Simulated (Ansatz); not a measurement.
C7H12 can be A, `CC#CCCCC`, or B, `CC1=C(C)CCC1`.

Isolated molecules relaxed with PBE0-D4/def2-TZVP in Ansatz; ΔE leaves out vibrations. CBS: MP2 limit from def2 TZ/QZ plus the TZ coupled-cluster correction, frozen cores. Functionals use def2-TZVPP. One conformer a species, not always the lowest.

A:

```xyz
19

C    -3.3986    1.2321   -0.1444
C    -2.2530    0.5344    0.4092
C    -1.3077   -0.0479    0.8714
C    -0.1468   -0.7336    1.4191
C     1.1727   -0.2905    0.7849
C     1.2647   -0.6008   -0.6987
C     2.5716   -0.1345   -1.3154
H    -3.1936    1.5819   -1.1596
H    -4.2734    0.5782   -0.1874
H    -3.6612    2.1025    0.4622
H    -0.1090   -0.5642    2.5004
H    -0.2704   -1.8148    1.2833
H     1.2991    0.7861    0.9426
H     1.9945   -0.7842    1.3155
H     1.1494   -1.6812   -0.8473
H     0.4203   -0.1312   -1.2131
H     3.4306   -0.6082   -0.8314
H     2.6913    0.9475   -1.2105
H     2.6195   -0.3714   -2.3808
```

B:

Z-matrix (Å, degrees):
```
C
C 1 1.487
H 1 1.095 2 110.9
H 1 1.096 2 110.7 3 117.9
H 1 1.090 2 112.7 3 -121.2
C 2 1.336 1 128.4 3 122.6
C 2 1.505 1 120.3 3 -60.5
C 6 1.505 2 111.3 1 177.2
C 6 1.487 2 128.4 1 0.0
C 7 1.533 2 103.7 1 168.7
H 7 1.099 2 110.0 1 -71.4
H 7 1.095 2 112.5 1 46.6
H 8 1.099 6 110.0 2 -106.0
H 8 1.095 6 112.5 2 136.0
H 9 1.095 6 110.9 2 -122.6
H 9 1.091 6 112.7 2 -1.4
H 9 1.096 6 110.7 2 119.5
H 10 1.091 7 113.2 2 145.3
H 10 1.093 7 109.2 2 -95.4
```

Question: Which is lower in electronic energy at CCSD(T)/CBS, and by how much? (Estimate.)

Answer: Computed: B, by 125.2 kJ/mol.

Question: Give E(B) − E(A) in kJ/mol with PBE-D4, LDA (SPW92), CCSD(T)/def2-SVP, B2PLYP, CCSD/def2-TZVPP, CCSD(T)/def2-TZVPP, ωB97M-V. (An estimate is asked.)

Answer: Computed: PBE-D4 -137.1, LDA (SPW92) -162.6, CCSD(T)/def2-SVP -132.5, B2PLYP -114.1, CCSD/def2-TZVPP -124.4, CCSD(T)/def2-TZVPP -126.9, ωB97M-V -129.7. None reverses the order clearly.

Largest T1 diagnostic: 0.010.

From r2SCAN to r2SCAN0 (25 % exact exchange), in def2-TZVPP and without D4, E(B) − E(A) moves by −6.4 kJ/mol. The D4 term adds −12.3 kJ/mol with B3LYP and −6.5 kJ/mol with PBE0; it sums over pairs of atoms, weighted by their polarisabilities, and B3LYP, whose exchange is more repulsive, gets the larger term.

B3LYP here is the variant with VWN-RPA as its local correlation; programs differ in this.
